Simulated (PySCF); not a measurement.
## Ni²⁺: ionisation energy

Ni²⁺ [Ar] 3d8 (3F) → Ni³⁺ [Ar] 3d7 (4F), as a difference of total energies. Computed with PySCF 2.14 in x2c-TZVPPall with one added diffuse shell each of s, p, d, f type (7s6p5d3f1g, 80 functions), with the spin-free X2C one-electron Hamiltonian (Gaussian nucleus). Correlated levels: valence: [Ar] frozen. The calculations carry no spin-orbit coupling.

```csv
method,ionisation energy (eV)
UHF,32.599
MP2 (valence),34.851
SCS-MP2 (valence),34.779
CCSD (valence),34.558
CCSD(T) (valence),34.639
```

Task: How much does correlation contribute at CCSD(T) (valence)?

Result: 34.639 − (32.599) = 2.040 eV, measured against UHF.

The reference lies between the lowest fine-structure levels, while these numbers refer to the centres of the terms.

Errors of the correlated levels include the incompleteness of this basis and the frozen core.

For comparison: 35.187 ± 0.019 eV (measured; NIST Atomic Spectra Database, ionization energies).
